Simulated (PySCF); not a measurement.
C5H8OSSi, SMILES O([SiH3])c1ccc(s1)C at its GFN2-xTB optimised geometry (Å):

```
16

C      3.2347    -0.7317     0.0000
C      1.7476    -0.7317     0.0000
C      0.8963    -1.7866    -0.0012
C     -0.4724    -1.4233    -0.0021
C     -0.6572    -0.0774    -0.0019
O     -1.8179     0.5666    -0.0040
Si    -2.1747     2.1597     0.0034
S      0.8645     0.7723     0.0000
H      3.6210    -0.2105     0.8755
H      3.6208    -0.2271    -0.8853
H      3.6022    -1.7550     0.0093
H      1.2286    -2.8095    -0.0013
H     -1.2854    -2.1255    -0.0029
H     -1.6411     2.7877     1.2123
H     -3.6210     2.0317    -0.0232
H     -1.5999     2.8095    -1.1745
```

Level of theory: CAM-B3LYP/def2-TZVP run with PySCF. Cells within 0.4 Å of a nucleus heavier than hydrogen are left out (blank, or x).

Map of the log10 of the electron density (e/bohr³), floored at −4 on the plane z = 0.0 Å:

```
|0000000000000000000000000|
|0000000000000000000000000|
|0000000000000000000000000|
|0000000111100000000000000|
|0000112333210000000000000|
|0001334555431000000000000|
|0013566676542222100000000|
|00246779x7643444310000000|
|0035798xx7545666421000000|
|0024677787656887532110000|
|00134568997689x8643332000|
|00012358xx8889x8755653200|
|0000025799xx8888877875200|
|000001356789878xx8xx75300|
|000000234689878xx8xx75300|
|00000013579x99x9778975300|
|00000013589889x8656875200|
|0000000357766798644553100|
|0000000134544688532321000|
|0000000012223455421000000|
|0000000000001233200000000|
|0000000000000000000000000|
|0000000000000000000000000|
|0000000000000000000000000|
|0000000000000000000000000|
```
Scale: ten equal steps from -4.00 (start of '0') to -0.263 (end of '9'), in the order '0123456789'; x runs from -6.00 to 6.00, y from -6.00 (bottom) to 6.00 (top).
